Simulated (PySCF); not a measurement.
H₅Sn, SMILES [SnH5-], charge -1. Atoms are numbered in the order given.

```xyz
6

Sn     0.0000     0.0000     0.0000
H      0.0000     0.0000     1.8820
H      0.0000     0.0000    -1.8820
H      1.7736     0.0000     0.0000
H     -0.8868     1.5360     0.0000
H     -0.8868    -1.5360     0.0000
```
Charge -1, spin multiplicity 1.

Geometry optimised at B3LYP-D3(BJ)/def2-TZVPD. The def2 effective core potentials stand for the cores of Sn; spin–orbit coupling is left out.

All values below come from r2SCAN/def2-TZVPD in PySCF.

Mulliken values depend strongly on the basis, most of all with diffuse functions as here. ESP charges are fitted to the potential on shells at 1.4 to 2.0 van der Waals radii. Atomic charges (e):

| atom | Mulliken | ESP fit |
|---|---|---|
| Sn1 | -0.38 | [?] |
| H2 | -0.12 | [?] |
| H3 | -0.12 | [?] |
| H4 | -0.12 | [?] |
| H5 | -0.12 | [?] |
| H6 | -0.12 | [?] |

### Question
What belongs in the gaps? (An estimate is asked for; the answer gives what the named calculation found.)

### Answer

- Sn1, ESP fit: 0.48
- H2, ESP fit: -0.41
- H3, ESP fit: -0.41
- H4, ESP fit: -0.22
- H5, ESP fit: -0.22
- H6, ESP fit: -0.22
